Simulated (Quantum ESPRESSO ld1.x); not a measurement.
Results of a calculation; reference values are marked as such.
Q: Sr2+, configuration [Ar] 3d9.5 4s2 4p6 5s0.5 (fractional occupations, a model configuration). Level of theory: scalar-relativistic Kohn-Sham, LDA (Slater exchange, Perdew-Zunger correlation), spin-polarised, spherical densities, point nucleus; open shells are filled with parallel spins first (ld1.x of Quantum ESPRESSO 7.5). Some entries of the table are withheld. Estimate them.

orbital,occ.,eigenvalue (hartree),<1/r> (bohr^-1),r(max) (bohr)
1s up,1,-585.812,38.95,0.02557
1s down,1,-585.811,38.95,0.02557
2s up,1,-80.2661,8.690,0.1453
2s down,1,-80.2419,8.692,0.1453
2p up,3,-71.4963,8.491,0.1161
2p down,3,-71.4776,8.493,0.1161
3s up,1,-13.1821,2.928,0.4354
3s down,1,-13.1504,2.926,0.4355
3p up,3,-10.3506,2.778,0.4296
3p down,3,-10.3192,2.776,0.4298
3d up,5,-5.67070,2.533,0.3733
3d down,4.5,-5.63722,2.530,0.3735
4s up,1,(1),1.023,1.167
4s down,1,(2),1.022,1.168
4p up,3,-1.49097,0.8892,1.288
4p down,3,-1.48453,0.8893,1.290
5s up,0.5,(3),0.3824,3.078
5s down,0,(4),0.3833,3.060

A: 
(1) 4s up eigenvalue (hartree): -2.18406
(2) 4s down eigenvalue (hartree): -2.17729
(3) 5s up eigenvalue (hartree): -0.56805
(4) 5s down eigenvalue (hartree): -0.54712
